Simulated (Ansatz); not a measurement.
Calculated with Ansatz (gas phase, PBE0-D4/def2-TZVP geometries, no zero-point term in ΔE). CCSD(T)/CBS adds triple-zeta CCSD(T) − MP2 to the extrapolated MP2 energy (def2 sets, frozen cores). This one scheme is used for every species. Functionals use def2-TZVPP. B3LYP here is the variant with VWN-RPA as its local correlation; programs differ in this. One conformer a species, not always the lowest.

Reaction (formal hydrolysis of the Si–Si bond): `N[SiH]([SiH3])CCl` + H₂O → `N[SiH](O)CCl` + SiH₄

CCSD(T)/CBS gives -117.9 kJ/mol.

Question: Another level gave -105.5 kJ/mol. Which?
A. B3LYP/def2-TZVPP
B. SCS-MP2/def2-TZVPP
C. r2SCAN/def2-TZVPP
D. PBE0-D4/def2-TZVPP

Answer: D. PBE0-D4 -105.5, SCS-MP2/def2-TZVPP -130.7, r2SCAN -121.4, B3LYP -126.7 kJ/mol.

Largest T1 diagnostic among the species: 0.011.

In def2-TZVPP, CCSD(T) changes the Hartree–Fock value by +24.0 kJ/mol (the triples alone add +2.9 kJ/mol) and MP2 by +19.5 kJ/mol. The D4 term adds +6.1 kJ/mol with B3LYP and +3.7 kJ/mol with PBE0; it sums over pairs of atoms, weighted by their polarisabilities, and B3LYP, whose exchange is more repulsive, gets the larger term. From PBE to PBE0 (25 % exact exchange), in def2-TZVPP and without D4, ΔE moves by −5.5 kJ/mol.
